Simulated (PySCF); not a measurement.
Predicted microwave data (PySCF, PBE0-D3(BJ)/def2-SVP geometry optimisation, gas phase) for one isomer of C3H8O2Si:

* Rotational constants: A = 5908, B = 1764, C = 1560 MHz
* Dipole components: |μa| = 0.02 D, |μb| = 0.89 D, |μc| = 1.07 D
* Inertial defect: -48.14 u·Å²
* κ: -0.91

Question: Which candidate fits, each taken in the one conformer that was computed?
A. SiH2Me(OAc), `[H][Si]([H])(C)OC(C)=O`
B. `[OH:1][CH2:2]/[CH:3]=[CH:4]\[O:5][SiH3:6]` with H–O1–C2–C3 57°, O1–C2–C3–C4 -126°, C3–C4–O5–Si6 177°
C. `[CH2:1]=[C:2]([O:3][CH3:4])[O:5][SiH3:6]` with C1–C2–O3–C4 1°, C1–C2–O5–Si6 -179°
D. `[CH2:1]=[C:2]([CH3:3])[SiH:4]([OH:5])[OH:6]` with C1–C2–Si4–O5 -4°, C2–Si4–O5–H 101°, C2–Si4–O6–H -179°
E. `[CH3:1][SiH2:2][O:3][C:4]([CH3:5])=[O:6]` with C1–Si2–O3–C4 -65°, Si2–O3–C4–C5 -179°

Answer: E. It is C[SiH2]OC(C)=O, a near-prolate asymmetric top, point group C1. The candidates at the same level (rigid rotor, commonest isotopes):

```json
{"SMILES": "C=C(OC)O[SiH3]", "A (MHz)": "5172", "B (MHz)": "1974", "C (MHz)": "1467", "μa (D)": "1.10", "μb (D)": "1.74", "μc (D)": "0.00", "Δ (u·Å²)": "-9.30", "point group": "Cs", "rotor": "asymmetric top"}
{"SMILES": "[H][Si]([H])(C)OC(C)=O", "A (MHz)": "7074", "B (MHz)": "1578", "C (MHz)": "1332", "μa (D)": "0.94", "μb (D)": "2.15", "μc (D)": "0.01", "Δ (u·Å²)": "-12.43", "point group": "–", "rotor": "near-prolate asymmetric top"}
{"SMILES": "C=C(C)[SiH](O)O", "A (MHz)": "3968", "B (MHz)": "2294", "C (MHz)": "1627", "μa (D)": "0.84", "μb (D)": "0.28", "μc (D)": "1.57", "Δ (u·Å²)": "-36.99", "point group": "C1", "rotor": "asymmetric top"}
{"SMILES": "OC/C=C\\O[SiH3]", "A (MHz)": "9420", "B (MHz)": "1070", "C (MHz)": "1014", "μa (D)": "2.56", "μb (D)": "0.58", "μc (D)": "0.80", "Δ (u·Å²)": "-27.37", "point group": "C1", "rotor": "near-prolate asymmetric top"}
{"SMILES": "C[SiH2]OC(C)=O", "A (MHz)": "5908", "B (MHz)": "1764", "C (MHz)": "1560", "μa (D)": "0.02", "μb (D)": "0.89", "μc (D)": "1.07", "Δ (u·Å²)": "-48.14", "point group": "C1", "rotor": "near-prolate asymmetric top"}
```

`[H][Si]([H])(C)OC(C)=O` has A 20 % too high; `C=C(C)[SiH](O)O` has A 33 % too low; `OC/C=C\O[SiH3]` has A 59 % too high; `C=C(OC)O[SiH3]` has A 12 % too low. No structure here is proved a minimum.
